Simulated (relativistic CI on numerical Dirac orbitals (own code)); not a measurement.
Ligand-field terms of d5

Computed with a parametric ligand-field model of a d^n configuration (Racah B and C, spin-orbit zeta, crystal field), exact diagonalisation.

Field parameters in Wybourne normalisation: Oh B⁴₀ = 21Dq, B⁴₄ = √(5/14) B⁴₀. The field is a parameter set, without covalency.

Problem. A d5 ion in Oh symmetry has the ground term 2T2 and bands at 4T1 18937 cm⁻¹ (528 nm), 4T2 21716 cm⁻¹ (460 nm), 2A2 25050 cm⁻¹ (399 nm), 2T1 25172 cm⁻¹ (397 nm), 2T2 26279 cm⁻¹ (381 nm), 2E 27169 cm⁻¹ (368 nm), 6A1 32122 cm⁻¹ (311 nm). Which parameters reproduce them?

Solution. B = 360, C = 1790, ζ = 0 cm⁻¹, Oh, 10Dq = 27400 cm⁻¹.

Problem. A d5 ion in Oh symmetry has the ground term 2T2 and bands at 4T1 24166 cm⁻¹ (414 nm), 4T2 26518 cm⁻¹ (377 nm), 2A2 28469 cm⁻¹ (351 nm), 2T1 28578 cm⁻¹ (350 nm), 2T2 29542 cm⁻¹ (339 nm), 2E 30175 cm⁻¹ (331 nm), 6A1 44156 cm⁻¹ (226 nm). Which parameters reproduce them?

Solution. B = 300, C = 1230, ζ = 0 cm⁻¹, Oh, 10Dq = 30300 cm⁻¹.

Problem. A d5 ion in Oh symmetry has the ground term 2T2 and bands at 4T1 9090 cm⁻¹ (1100 nm), 6A1 11914 cm⁻¹ (839 nm), 4T2 12009 cm⁻¹ (833 nm), 2A2 15537 cm⁻¹ (644 nm), 2T1 15666 cm⁻¹ (638 nm), 2T2 16739 cm⁻¹ (597 nm), 2E 17709 cm⁻¹ (565 nm). Which parameters reproduce them?

Solution. B = 390, C = 1880, ζ = 0 cm⁻¹, Oh, 10Dq = 17800 cm⁻¹.

Problem. Ground term and bands for B = 940, C = 4830, ζ = 0 cm⁻¹, Oh, 10Dq = 31250 cm⁻¹?

Solution. Ground term 2T2 with 0.06 electrons in the two orbitals of the cubic e set. Spin-allowed: 2A2 26006 cm⁻¹ (385 nm), 2T1 26299 cm⁻¹ (380 nm), 2T2 28670 cm⁻¹ (349 nm), 2E 31106 cm⁻¹ (321 nm). Lowest spin-forbidden: 6A1 3114 cm⁻¹ (3211 nm), 4T1 9573 cm⁻¹ (1045 nm), 4T2 16314 cm⁻¹ (613 nm).

Problem. Ground term and bands for B = 580, C = 2300, ζ = 0 cm⁻¹, Oh, 10Dq = 38100 cm⁻¹?

Solution. Ground term 2T2 with 0.02 electrons in the two orbitals of the cubic e set. Spin-allowed: 2A2 34849 cm⁻¹ (287 nm), 2T1 35059 cm⁻¹ (285 nm), 2T2 36787 cm⁻¹ (272 nm), 2E 38021 cm⁻¹ (263 nm). Lowest spin-forbidden: 4T1 26759 cm⁻¹ (374 nm), 4T2 31246 cm⁻¹ (320 nm), 6A1 45453 cm⁻¹ (220 nm).
